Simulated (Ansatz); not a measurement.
`F[SiH](F)[SiH2]Cl` + `BN` → `BN[SiH2]Cl` + `F[SiH2]F` at 600 K and 1 bar (cleavage of the Si–Si bond).

Calculated with Ansatz (gas phase, PBE0-D4/def2-TZVP geometries, no zero-point term in ΔE). CCSD(T)/CBS is the MP2 limit (def2-TZVPP, def2-QZVPP) plus CCSD(T) − MP2 in def2-TZVPP, frozen cores. This one scheme is used for every species. One conformer a species, not always the lowest.

```csv
species,CCSD(T)/CBS energy (Eh),H − E (kJ/mol),S (J/(mol·K))
`F[SiH](F)[SiH2]Cl`,-1239.50061,148.7,454.1
`BN`,-81.93499,155.9,270.2
`BN[SiH2]Cl`,-831.46864,204.6,403.0
`F[SiH2]F`,-489.99391,92.8,309.1
```

H − E and S are ideal-gas, rigid-rotor, harmonic terms from PBE0-D4/def2-TZVP, for one conformer and one mirror image of each species. 1 Eh = 2625.50 kJ/mol, R = 8.31446 J/(mol·K).

By hand: ΔE, ΔH, ΔS and ΔG.

ΔE = (-831.46864) + (-489.99391) − (-1239.50061) − (-81.93499) = -0.02695 Eh = -70.8 kJ/mol. Δ(H − E) = 204.6 + 92.8 − 148.7 − 155.9 = -7.2, so ΔH = -78.0 kJ/mol. ΔS = 403.0 + 309.1 − 454.1 − 270.2 = -12.2 J/(mol·K). ΔG = -78.0 − 600 × (-12.2)/1000 = -70.7 kJ/mol.

By hand: the equilibrium constant, and the temperature at which ΔG would vanish if ΔH and ΔS stayed fixed.

log₁₀ K = −ΔG/(RT ln 10) = 6.2. ΔG = 0 at ΔH/ΔS = 6393 K, far beyond where these terms or the molecules hold.

The number of gas molecules stays the same, so ΔS is small and ΔH decides. A doubt of 5 kJ/mol in ΔE shifts log₁₀ K by 0.4 here. Other conformers and mirror images would add mixing entropy, several J/(mol·K) or more a flexible species. Modes under 60 cm⁻¹, often nearly free rotors, make the harmonic entropy too high. These are equilibria of isolated gas molecules and say nothing of rates. Largest T1 diagnostic: 0.012 (customary marks: 0.02 for closed shells, 0.045 for open ones).
